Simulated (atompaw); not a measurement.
An all-electron radial function and its pseudo partner (Mn (Z = 25))

Columns: radius, all-electron u(r) and pseudo u(r) of the 3d shell (level -7.82 eV) of manganese in the configuration [Ar] 3d5 4s1.5 4p0.5; LDA (PW92), scalar-relativistic, PAW (atompaw) scheme, atompaw 4.2.0.5.

```tsv
r (bohr)	all-electron	pseudo
0.115	0.0808	0.0140
0.231	0.3131	0.1019
0.346	0.5530	0.2854
0.462	0.7328	0.5244
0.577	0.8383	0.7349
0.692	0.8836	0.8567
0.808	0.8865	0.8850
0.923	0.8623	0.8623
1.038	0.8226	0.8226
1.154	0.7743	0.7743
1.269	0.7230	0.7230
1.385	0.6707	0.6707
1.500	0.6202	0.6202
1.615	0.5719	0.5719
1.731	0.5259	0.5259
1.846	0.4834	0.4834
1.962	0.4436	0.4436
2.077	0.4072	0.4072
2.192	0.3736	0.3736
2.308	0.3424	0.3424
2.423	0.3140	0.3140
2.538	0.2880	0.2880
2.654	0.2639	0.2639
2.769	0.2420	0.2420
2.885	0.2217	0.2217
3.000	0.2033	0.2033
```

How many radial nodes do the two functions have?

The all-electron 3d function has n − l − 1 = 0; the pseudo-wave has 0.

At about which radius was the pseudo-wave matched?

0.90 bohr, where the columns begin to agree (steps of 0.12 bohr).

Is the pseudo-wave norm-conserving?

No, it belongs to a PAW set: the norm inside the radius is not constrained, and the difference is carried by the augmentation charge.
